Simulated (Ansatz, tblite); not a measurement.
Cost and result up the ladder for [SnBr3]- (SnBr3⁻) (4 atoms). The state is a singlet with charge -1. Geometry: B3LYP-D4/def2-SVPD.

```csv
atom,x (Å),y (Å),z (Å)
Sn1,-0.3813,0.0362,0.8957
Br2,-1.7699,1.1171,-1.1520
Br3,0.1490,-2.3765,-0.1935
Br4,2.0022,1.2232,0.4498
```

Ansatz on 4 threads of Arm Neoverse V1 on a shared host; xTB runs through tblite on one thread. Times are rough, summed over both states, and most runs start from the orbitals of an earlier one. PBE0-D4/def2-TZVPD serves as the yardstick here, not as an exact answer. The other state is a triplet.

In the def2 sets Sn takes a core potential; there is no spin–orbit coupling. The xTB rows come from tblite.

xTB has no spin-polarisation term.

```tsv
level	functions	vertical triplet (eV)	difference from PBE0-D4/def2-TZVPD (eV)	remarks
r2SCAN-D4/def2-TZVPD	227	3.67	-0.04	HOMO above zero (triplet)
GFN1-xTB	36	4.88	1.16	–
PBE0-D4/def2-TZVPD	227	3.71	0.00	HOMO above zero (triplet)
GFN2-xTB	36	5.69	1.98	–
PBE-D4/def2-TZVPD	227	3.55	-0.17	HOMO above zero (triplet)
```

Q: Estimate how long each takes.

A: GFN1-xTB 0.009 s; GFN2-xTB 0.02 s; PBE-D4/def2-TZVPD 11 s; PBE0-D4/def2-TZVPD 36 s; r2SCAN-D4/def2-TZVPD 44 s. On shared hardware such times vary by a factor of up to 3.
